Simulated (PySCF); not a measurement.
Predicted microwave data (PBE0-D3(BJ)/def2-SVP geometry optimisation, gas phase (PySCF 2.14.0)) for one isomer of C3H7ClOSi:

| Property | Result |
| --- | --- |
| Rotational constants | A = 10191, B = 823.3, C = 772.6 MHz |
| Dipole components | \|μa\| = 4.42 D, \|μb\| = 0.69 D, \|μc\| = 0.09 D |
| Inertial defect | -9.29 u·Å² |
| κ | -0.99 |

Task: Which candidate fits, each taken in the one conformer that was computed?
A. `[CH3:1][O:2]/[CH:3]=[CH:4]\[SiH2:5][Cl:6]` with C1–O2–C3–C4 -176°, C3–C4–Si5–Cl6 -178°
B. `[SiH3:1][O:2]/[CH:3]=[CH:4]\[CH2:5][Cl:6]` with Si1–O2–C3–C4 159°, C3–C4–C5–Cl6 -115°
C. `[CH2:1]=[CH:2][CH2:3][O:4][SiH2:5][Cl:6]` with C1–C2–C3–O4 -124°, C2–C3–O4–Si5 -97°, C3–O4–Si5–Cl6 69°
D. `[CH3:1]/[CH:2]=[C:3](\[Cl:4])[O:5][SiH3:6]` with C2–C3–O5–Si6 176°

Result: A. It is CO/C=C\[SiH2]Cl, a near-prolate asymmetric top. The candidates at the same level (rigid rotor, commonest isotopes):

| SMILES | A (MHz) | B (MHz) | C (MHz) | μa (D) | μb (D) | μc (D) | Δ (u·Å²) | point group | rotor |
| --- | --- | --- | --- | --- | --- | --- | --- | --- | --- |
| C=CCO[SiH2]Cl | 3949 | 1237 | 982.8 | 0.85 | 0.86 | 0.91 | -22.37 | C1 | asymmetric top |
| C/C=C(\Cl)O[SiH3] | 4411 | 1388 | 1076 | 0.17 | 0.17 | 0.05 | -9.30 | near Cs | asymmetric top |
| [SiH3]O/C=C\CCl | 5975 | 827.9 | 771.4 | 2.60 | 1.05 | 0.13 | -39.91 | C1 | near-prolate asymmetric top |
| CO/C=C\[SiH2]Cl | 10191 | 823.3 | 772.6 | 4.42 | 0.69 | 0.09 | -9.29 | near Cs | near-prolate asymmetric top |

`[SiH3]O/C=C\CCl` has A 41 % too low; `C/C=C(\Cl)O[SiH3]` has B 69 % too high; `C=CCO[SiH2]Cl` has A 61 % too low. No structure here is proved a minimum.
